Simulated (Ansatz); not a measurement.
Consider the redistribution: `[NH2][GeH]([OH])[CH2]F` + `[OH][In]([F])[Br]` → `[OH][GeH]([OH])[CH2]F` + `[NH2][In]([F])[Br]`.

Gas-phase electronic energies from Ansatz, PBE0-D4/def2-TZVP geometries. CCSD(T)/CBS is the MP2 limit (def2-TZVPP, def2-QZVPP) plus CCSD(T) − MP2 in def2-TZVPP, frozen cores. DFT in def2-TZVPP. B3LYP here is the variant with VWN-RPA as its local correlation; programs differ in this. Elements past krypton have def2 core potentials. For Br, Ge, In outer-core shells are correlated without core-valence functions, which leaves a few kJ/mol of doubt a bond. Scalar relativity is left out up to krypton. One conformer a species, not always the lowest.

`[NH2][GeH]([OH])[CH2]F`:

Cartesian coordinates in Å:
```
N -0.087 -1.261 1.102
Ge 0.606 0.202 0.265
O 1.892 -0.344 -0.839
C -0.877 1.007 -0.765
F -1.893 0.071 -0.931
H -1.087 -1.367 1.017
H 0.214 -1.451 2.045
H 1.306 1.213 1.189
H 1.753 -1.264 -1.082
H -0.533 1.320 -1.754
H -1.296 1.874 -0.246
```

`[OH][In]([F])[Br]`:

Z-matrix (Å, degrees):
```
In
O 1 1.959
Br 1 2.434 2 126.0
F 1 1.929 2 115.7 3 180.0
H 2 0.962 1 112.2 3 0.0
```

`[OH][GeH]([OH])[CH2]F`:

Cartesian coordinates in Å:
```
O 1.368 -1.387 0.288
Ge 0.159 -0.119 0.589
O 0.957 1.466 0.558
C -1.132 -0.050 -0.889
F -2.269 0.641 -0.501
H 1.983 -1.148 -0.411
H -0.440 -0.448 1.963
H 1.484 1.644 1.340
H -0.690 0.462 -1.749
H -1.421 -1.061 -1.189
```

`[NH2][In]([F])[Br]`:

Z-matrix (Å, degrees):
```
N
In 1 2.000
H 1 1.011 2 114.6
H 1 1.010 2 115.6 3 -128.8
F 2 1.942 1 116.9 3 -28.3
Br 2 2.437 1 127.8 3 159.1
```

```json
{"level": "PBE0-D4", "ΔE (kJ/mol)": "-17.1"}
{"level": "B3LYP-D4", "ΔE (kJ/mol)": "-17.4"}
{"level": "ωB97X-V", "ΔE (kJ/mol)": "-16.9"}
{"level": "PBE0", "ΔE (kJ/mol)": "-17.9"}
{"level": "B3LYP", "ΔE (kJ/mol)": "-18.9"}
{"level": "HF/def2-TZVPP", "ΔE (kJ/mol)": "-21.5"}
{"level": "CCSD(T)/def2-TZVPP", "ΔE (kJ/mol)": "-18.9"}
{"level": "SCS-MP2/def2-QZVPP", "ΔE (kJ/mol)": "-18.3"}
```

Q: What does CCSD(T)/CBS give? (Best estimate.)

A: The calculation gave: -16.3 kJ/mol. The listed levels differ from it by -0.8, -1.1, -0.6, -1.6, -2.6, -5.2, -2.6, -2.0 kJ/mol.

Largest T1 diagnostic among the species: 0.014.
